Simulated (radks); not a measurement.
Species: the gallium ion Ga+. Configuration: [Ar] 3d9 4s2 4p1 (not the ground configuration). Calculated with a radial shooting solver on a logarithmic mesh with Libxc functionals: scalar-relativistic Kohn-Sham, LDA (Slater exchange, Perdew-Wang correlation), spin-unpolarised, spherical densities, finite nucleus; Fermi nuclear charge, rms radius 3.9973 fm.

Normalised radial functions P(r) = r R(r), r in bohr:

```
   r/bohr * 2p (the largest magnitude, 2.19, reaches the edge; | marks zero)
  0.00213 *
 0.003204 *
 0.004817 |*
 0.007245 |*
  0.01089 | *
  0.01651 |    *
  0.02483 |        *
  0.03735 |                *
  0.05616 |                             *
  0.08446 |                                           *
    0.127 |                                                      *
    0.191 |                                                   *
   0.2872 |                                 *
   0.4319 |            *
   0.6495 | *
   0.9768 *
    1.481 *
    2.227 *
    3.348 *
    5.035 *
    7.572 *
```

2p: eigenvalue -1118.4 eV, 0 radial nodes, <r> = 0.191 bohr, 90 % of the charge inside 0.312 bohr.
